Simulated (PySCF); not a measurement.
NMR data sheet: C₆H₆N₂

```yaml
Formula: C6H6N2
SMILES: C#C[C@](C)(C#N)N=C
Point_group_of_the_computed_structure: C1
Degrees_of_unsaturation: 5
Carbon_signals: 6
Proton_signals: 4
```

Molfile (atoms numbered from 1):
```
C6H6N2
     RDKit          3D

 14 13  0  0  0  0  0  0  0  0999 V2000
   -0.5126   -1.0816    2.7417 C   0  0  0  0  0  0  0  0  0  0  0  0
   -0.3399   -0.7700    1.5868 C   0  0  0  0  0  0  0  0  0  0  0  0
   -0.1255   -0.3696    0.1870 C   0  0  2  0  0  0  0  0  0  0  0  0
    0.4826    1.0430    0.1208 C   0  0  0  0  0  0  0  0  0  0  0  0
   -1.4412   -0.3599   -0.4982 C   0  0  0  0  0  0  0  0  0  0  0  0
   -2.4359   -0.3747   -1.0896 N   0  0  0  0  0  0  0  0  0  0  0  0
    0.8421   -1.2917   -0.4052 N   0  0  0  0  0  0  0  0  0  0  0  0
    0.5271   -2.0123   -1.3931 C   0  0  0  0  0  0  0  0  0  0  0  0
   -0.6666   -1.3631    3.7672 H   0  0  0  0  0  0  0  0  0  0  0  0
    0.6289    1.3289   -0.9299 H   0  0  0  0  0  0  0  0  0  0  0  0
    1.4547    1.0239    0.6300 H   0  0  0  0  0  0  0  0  0  0  0  0
   -0.1786    1.7701    0.6103 H   0  0  0  0  0  0  0  0  0  0  0  0
   -0.4704   -2.0184   -1.8704 H   0  0  0  0  0  0  0  0  0  0  0  0
    1.2917   -2.6828   -1.8084 H   0  0  0  0  0  0  0  0  0  0  0  0
  1  2  3  0
  3  2  1  1
  3  4  1  0
  3  5  1  0
  5  6  3  0
  3  7  1  0
  7  8  2  0
  1  9  1  0
  4 10  1  0
  4 11  1  0
  4 12  1  0
  8 13  1  0
  8 14  1  0
M  END
```

PySCF calculation with coordinates at the PBE0-D3(BJ)/def2-SVP level, J: B3LYP/pcJ-1 (spin–dipole term only in couplings to heteroatoms) and PBE0/pcSseg-1 with gauge-including orbitals; rapidly exchanging positions averaged, in vacuum, a single conformation, no relativistic terms.

Referencing at the same level of theory: ¹H and ¹³C vs TMS; NH3 for ¹⁵N.

```tsv
carbon	δC, type	δH (multiplicity, J in Hz)	HMBC from (abs. J ≥ 3 Hz)	span of the C tensor (ppm)
C1	81.0, CH	2.46 (s)	–	200
C2	83.3, C	–	H9, H10/H11/H12	301
C3	57.9, C	–	H13, H14, H9, H10/H11/H12	39
C4	32.8, CH3	1.78 (s)	–	46
C5	119.9, C	–	H10/H11/H12	352
C8	160.7, CH2	H13 7.95 (d, 16.2); H14 7.54 (d, 16.2)	–	206
```

Other nuclei:
| atoms | nucleus | environment | δ (ppm) | σ (ppm) |
| --- | --- | --- | --- | --- |
| N7 | ¹⁵N | imine nitrogen | 396.5 | -130.8 |
| N6 | ¹⁵N | nitrile nitrogen | 318.7 | -53.0 |

Selected couplings (Hz, signed; the shortest-range and largest first, 30 at most; isotopes ¹³C, ¹H, ¹⁵N): ¹J(C1,H9) 278.5, ¹J(C1,C2) 206.6, ¹J(C8,H14) 191.5, ¹J(C8,H13) 169.1, ¹J(C4,H10) 141.7, ¹J(C2,C3) 90.1, ¹J(C3,C5) 61.0, ¹J(C3,C4) 39.2, ¹J(C5,N6) -15.7, ¹J(C3,N7) 6.3, ¹J(N7,C8) -4.5, ²J(H13,H14) 16.2, ²J(N7,H14) -14.9, ²J(C1,C3) 13.8, ²J(C3,C8) -5.5, ²J(C2,C4) -4.1, ²J(C4,N7) -4.1, ²J(C3,N6) 3.9, ²J(N7,H13) 3.4, ²J(C2,C5) -2.9, ²J(C2,N7) -2.0, ³J(C5,C8) 6.6, ³J(C2,C8) 4.6, ³J(C4,C8) 3.1, ³J(N7,H10) -2.9, ³J(C1,C5) 2.5, ³J(C1,C4) 1.7, ³J(C1,N7) -1.2.

Carbon types of the structure: 3 × C, 1 × CH, 1 × CH2, 1 × CH3, which accounts for all hydrogens. δC 160.7: C=N carbon. δC 119.9: nitrile carbon; C≡N carbons fall here, among the sp2 signals but without a proton. δC 83.3: alkyne carbon; sp carbons lie upfield of alkene carbons because the cylindrical π system leaves one tensor component strongly shielded. δC 81.0: terminal alkyne carbon; the triple bond shields along its axis, which puts it between sp3 and sp2 carbons. δH 2.46: hydrogen on a terminal alkyne carbon; it lies on the axis of the triple bond, in its shielding cone. The protons at 7.95 and 7.54 share a coupling of 16.2 Hz (geminal).

Multiplet labels drop couplings under 1 Hz and merge nearly equal ones. Shifts are as computed. Against solution values, carbons near 30 ppm lie about +2 ppm off and those near 130 ppm about +5 ppm. Of 1211 compounds with measured shifts, 218 miss one by over three times the rms of a fit or turn the order of signals round; such compounds aren't used in these exercises. Experimental scales use liquid or dissolved standards, which lie at an offset from isolated NH3 (liquid NH3: subtract about 20 ppm). Unscaled 15N shifts of sp2 nitrogen come out 20 to 40 ppm too high even then.
